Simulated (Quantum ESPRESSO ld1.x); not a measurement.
Results of a calculation; reference values are marked as such.
Problem. These are the eigenvalues of the occupied orbitals of an atom or ion with whole-number occupations (eV). Code: ld1.x of Quantum ESPRESSO 7.5. Model: scalar-relativistic Kohn-Sham, LDA (Slater exchange, Perdew-Zunger correlation), spin-polarised, spherical densities, point nucleus.

1s up: -20906.4
1s down: -20906.4
2s up: -3040.67
2s down: -3040.32
2p up: -2730.25
2p down: -2729.97
3s up: -583.142
3s down: -582.891
3p up: -481.274
3p down: -481.000
3d up: -316.014
3d down: -315.646
4s up: -136.608
4s down: -134.994
4p up: -107.676
4p down: -105.989
4d up: -65.1495

Which element is it, and in what charge state? The configuration may be excited. Open shells, if any, are filled with parallel spins first.

Solution. Z = 43, technetium, charge +5: Tc5+ in [Kr] 4d2. The list shows which subshells hold electrons but not how many an open one holds; the 1s level, -768.3 hartree, gives Z - s = 39.2 by -(Z - s)^2/2, which with screening and relativity narrows Z to a few neighbours, and the depths of the outer levels then fix element, charge and occupations together.
